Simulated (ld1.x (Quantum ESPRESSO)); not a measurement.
Reading a pseudo-wave (copper)

Columns: radius, all-electron u(r) and pseudo u(r) of the 3d shell (level -29.63 eV) of copper in the configuration [Ne] 3s2 3p6 3d9 4s0 4p0; PBE, scalar-relativistic, TM semilocal scheme, ld1.x (Quantum ESPRESSO) 7.5.

```json
{"r (bohr)": "0.060", "all-electron": "0.0330", "pseudo": "0.0052"}
{"r (bohr)": "0.120", "all-electron": "0.1602", "pseudo": "0.0398"}
{"r (bohr)": "0.180", "all-electron": "0.3425", "pseudo": "0.1245"}
{"r (bohr)": "0.240", "all-electron": "0.5310", "pseudo": "0.2644"}
{"r (bohr)": "0.300", "all-electron": "0.6965", "pseudo": "0.4478"}
{"r (bohr)": "0.360", "all-electron": "0.8269", "pseudo": "0.6491"}
{"r (bohr)": "0.420", "all-electron": "0.9209", "pseudo": "0.8375"}
{"r (bohr)": "0.480", "all-electron": "0.9811", "pseudo": "0.9867"}
{"r (bohr)": "0.540", "all-electron": "1.0125", "pseudo": "1.0821"}
{"r (bohr)": "0.600", "all-electron": "1.0212", "pseudo": "1.1222"}
{"r (bohr)": "0.660", "all-electron": "1.0127", "pseudo": "1.1165"}
{"r (bohr)": "0.720", "all-electron": "0.9918", "pseudo": "1.0795"}
{"r (bohr)": "0.780", "all-electron": "0.9624", "pseudo": "1.0258"}
{"r (bohr)": "0.840", "all-electron": "0.9274", "pseudo": "0.9668"}
{"r (bohr)": "0.900", "all-electron": "0.8891", "pseudo": "0.9096"}
{"r (bohr)": "0.960", "all-electron": "0.8488", "pseudo": "0.8574"}
{"r (bohr)": "1.020", "all-electron": "0.8079", "pseudo": "0.8104"}
{"r (bohr)": "1.080", "all-electron": "0.7671", "pseudo": "0.7675"}
{"r (bohr)": "1.140", "all-electron": "0.7269", "pseudo": "0.7269"}
{"r (bohr)": "1.200", "all-electron": "0.6878", "pseudo": "0.6878"}
{"r (bohr)": "1.260", "all-electron": "0.6499", "pseudo": "0.6499"}
{"r (bohr)": "1.320", "all-electron": "0.6135", "pseudo": "0.6135"}
{"r (bohr)": "1.380", "all-electron": "0.5785", "pseudo": "0.5785"}
{"r (bohr)": "1.440", "all-electron": "0.5452", "pseudo": "0.5452"}
{"r (bohr)": "1.500", "all-electron": "0.5134", "pseudo": "0.5134"}
{"r (bohr)": "1.560", "all-electron": "0.4832", "pseudo": "0.4832"}
```

Problem. How many radial nodes do the two functions have?

Solution. The all-electron 3d function has n − l − 1 = 0; the pseudo-wave has 0.

Problem. At about which radius was the pseudo-wave matched?

Solution. 1.20 bohr. The columns agree to 0.0005 from 1.08 bohr on; several derivatives are matched, so the curves merge somewhat inside the radius.

Problem. Where does each function peak?

Solution. Outermost all-electron maximum near 0.60 bohr, pseudo maximum near 0.60 bohr (to the table’s step).

Problem. Is the pseudo-wave norm-conserving?

Solution. Yes: the TM semilocal scheme keeps the norm inside the radius equal to the all-electron one, which fixes the energy derivative of the logarithmic derivative at the level.
